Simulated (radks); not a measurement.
Values are calculated unless marked as measured or tabulated.
Valence configurations of the palladium ion Pd+ (all share [Kr]). Level of theory: Dirac Kohn-Sham, PBEsol, spin-unpolarised, spherical densities, point nucleus; open shells fill j = l - 1/2 first (a radial shooting solver on a logarithmic mesh with Libxc functionals). Energies are relative to 4d9; eigenvalues in eV.

valence	E (eV)	e(4d3/2)	e(4d5/2)	e(5p1/2)	e(5s1/2)
4d9	0.000	-14.890	-14.409	-	-
4d8.5 5s0.5	1.930	-16.543	-16.045	-	-11.732
4d8 5s1	4.324	-18.257	-17.742	-	-12.471
4d8.5 5p0.5	4.386	-17.213	-16.712	-7.238	-
4d8 5p1	9.484	-19.546	-19.026	-8.100	-
4d7 5s2	10.622	-21.839	-21.288	-	-13.922
4d7 5s1 5p1	16.226	-23.066	-22.510	-9.041	-14.700
4d7 5p2	21.938	-24.234	-23.674	-9.653	-
4d6 5s1 5p2	31.330	-27.880	-27.284	-10.518	-16.725

NIST lists [Kr] 4d9 as the ground configuration; this level of theory agrees among the configurations tried. The energies are those of spherical spin-averaged densities, not of single terms.
